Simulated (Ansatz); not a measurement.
Consider the substitution at a C–C bond: `C[CH2][AlH][SeH]` + HCl → `Cl[CH2][AlH][SeH]` + CH₄.

Isolated molecules relaxed with PBE0-D4/def2-TZVP in Ansatz; ΔE leaves out vibrations. CCSD(T)/CBS adds triple-zeta CCSD(T) − MP2 to the extrapolated MP2 energy (def2 sets, frozen cores). This one scheme is used for every species. DFT in def2-TZVPP. B3LYP here is the variant with VWN-RPA as its local correlation; programs differ in this. For Se outer-core shells are correlated without core-valence functions, which leaves a few kJ/mol of doubt a bond. Scalar relativity is left out up to krypton. Each species was taken in one conformer, which may not be the lowest.

`C[CH2][AlH][SeH]`:

Cartesian coordinates in Å:
```
C -1.331 -0.092 -0.244
C -0.210 0.932 -0.095
Al 1.585 0.254 0.282
Se 1.988 -2.023 0.494
H -1.134 -0.792 -1.060
H -2.294 0.383 -0.453
H -1.457 -0.688 0.664
H -0.131 1.547 -1.002
H -0.450 1.650 0.701
H 2.857 1.183 0.462
H 0.577 -2.356 0.251
```

HCl:

Cartesian coordinates in Å:
```
Cl -0.018 -0.638 0.032
H 0.018 0.638 -0.032
```

`Cl[CH2][AlH][SeH]`:

Z-matrix (Å, degrees):
```
C
Al 1 1.972
Cl 1 1.788 2 113.5
H 1 1.093 2 111.2 3 -120.7
H 1 1.093 2 111.2 3 120.7
Se 2 2.301 1 120.3 3 -0.7
H 2 1.582 1 120.2 3 179.3
H 6 1.472 2 89.6 1 -0.0
```

CH₄:

Cartesian coordinates in Å:
```
C 0.000 0.000 0.000
H -0.621 0.691 -0.569
H -0.491 -0.236 0.944
H 0.967 0.460 0.199
H 0.144 -0.915 -0.574
```

```json
{"level": "PBE-D4", "ΔE (kJ/mol)": "6.8", "difference from CCSD(T)/CBS": "-3.9"}
{"level": "r2SCAN-D4", "ΔE (kJ/mol)": "7.6", "difference from CCSD(T)/CBS": "-3.1"}
{"level": "PBE0-D4", "ΔE (kJ/mol)": "10.4", "difference from CCSD(T)/CBS": "-0.3"}
{"level": "B3LYP-D4", "ΔE (kJ/mol)": "6.1", "difference from CCSD(T)/CBS": "-4.6"}
{"level": "B2PLYP", "ΔE (kJ/mol)": "8.2", "difference from CCSD(T)/CBS": "-2.5"}
{"level": "PBE", "ΔE (kJ/mol)": "6.3", "difference from CCSD(T)/CBS": "-4.4"}
{"level": "r2SCAN", "ΔE (kJ/mol)": "7.2", "difference from CCSD(T)/CBS": "-3.5"}
{"level": "PBE0", "ΔE (kJ/mol)": "10.0", "difference from CCSD(T)/CBS": "-0.7"}
{"level": "B3LYP", "ΔE (kJ/mol)": "5.7", "difference from CCSD(T)/CBS": "-5.0"}
{"level": "HF/def2-TZVPP", "ΔE (kJ/mol)": "10.7", "difference from CCSD(T)/CBS": "0.0"}
{"level": "CCSD/def2-TZVPP", "ΔE (kJ/mol)": "16.4", "difference from CCSD(T)/CBS": "5.7"}
{"level": "CCSD(T)/def2-TZVPP", "ΔE (kJ/mol)": "15.0", "difference from CCSD(T)/CBS": "4.3"}
{"level": "MP2/def2-QZVPP", "ΔE (kJ/mol)": "11.7", "difference from CCSD(T)/CBS": "1.0"}
{"level": "SCS-MP2/def2-QZVPP", "ΔE (kJ/mol)": "10.7", "difference from CCSD(T)/CBS": "0.0"}
{"level": "HF/CBS(def2)", "ΔE (kJ/mol)": "10.8", "difference from CCSD(T)/CBS": "0.1"}
{"level": "MP2/CBS(def2)", "ΔE (kJ/mol)": "9.8", "difference from CCSD(T)/CBS": "-0.9"}
{"level": "CCSD(T)/CBS", "ΔE (kJ/mol)": "10.7", "difference from CCSD(T)/CBS": "0"}
```

Largest T1 diagnostic among the species: 0.010.

From PBE to PBE0 (25 % exact exchange), in def2-TZVPP and without D4, ΔE moves by +3.7 kJ/mol. In def2-TZVPP, CCSD(T) changes the Hartree–Fock value by +4.3 kJ/mol (the triples alone add −1.4 kJ/mol) and MP2 by +3.4 kJ/mol.
